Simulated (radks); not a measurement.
Problem. The lanthanum ion La5+ is in [Kr] 4d10 5s2 5p4. Method: scalar-relativistic Kohn-Sham, PBEsol, spin-polarised, spherical densities, finite nucleus; Fermi nuclear charge, rms radius of each element as measured or else 0.836 A^(1/3) + 0.57 fm; computed with a radial shooting solver on a logarithmic mesh with Libxc functionals. Open shells are filled with parallel spins first. One electron is removed from 5s, 5p, 4p, 4d in turn, with full relaxation. Which removal costs least, and what does each cost?

Solution. 5p 74.792 eV; 5s 93.696 eV; 4d 168.19 eV; 4p 265.18 eV. The 5p electron leaves first.
